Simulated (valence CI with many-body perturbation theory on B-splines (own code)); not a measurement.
## Ca VII: what the settings do

Method: configuration interaction combined with many-body perturbation theory (CI+MBPT): four valence electrons over a frozen Dirac-Fock core [Ne], a basis of 6 s, 6 p, 5 d, 3 f, 1 g functions for each j, with the one-electron correlation potential Σ1 (screened to all orders), the two-electron term Σ2, the three-electron term Σ3, Breit, model QED; selected single and double excitations, second order for the rest, scaled by the run's own slope (own B-spline code, finite nucleus).

Against 16 measured levels this calculation errs by 264 cm⁻¹ on average and by 662 at most. These come from a selection out of Sugar and Corliss, J. Phys. Chem. Ref. Data 8, 865 (1979). Levels without a partner in it may be off by more.

The reference run has the lowest level 3s2 3p2 3P_0 and an ionisation energy of 127.289 eV. Its largest variational space holds 10002 state functions.

Names give the largest LS component (configuration and term), which can be under half, so a name can repeat, a term be missing and a line seem to break the LS rules; names also repeat where a configuration has a term twice.

Changed runs:
A. Breit term on → off
B. averaging of valence orbitals over low configurations on → off; factor on the speed of light 1 → 100; QED terms on → off
C. factor on the speed of light 1 → 100; QED terms on → off
D. box radius (bohr) 12.041 → 3.16 (bad on purpose)

Excitation energies of the reference run in cm⁻¹, and shifts in cm⁻¹:

```csv
Level,Reference,A
3s2 3p2 3P_1,1625,+65
3s2 3p2 3P_2,4078,+162
3s2 3p2 1D_2,22110,+143
3s2 3p2 1S_0,49401,+130
3s 3p3 5S°_2,114169,+87
3s 3p3 3D°_1,160108,+98
3s 3p3 3D°_2,160174,+106
3s 3p3 3D°_3,160487,+156
3s 3p3 3P°_0,185504,+104
3s 3p3 3P°_1,185541,+127
3s 3p3 3P°_2,185560,+137
3s 3p3 1D°_2,203643,+226
Ionisation energy (eV),127.289,+0.029
```

Run B ends with another lowest level, 3s2 3p2 3P_2, and an ionisation energy of 127.199 eV.

Run C ends with another lowest level, 3s2 3p2 3P_2, and an ionisation energy of 127.199 eV.

Run D: It gave no result. The program said: "need at least one array to concatenate".
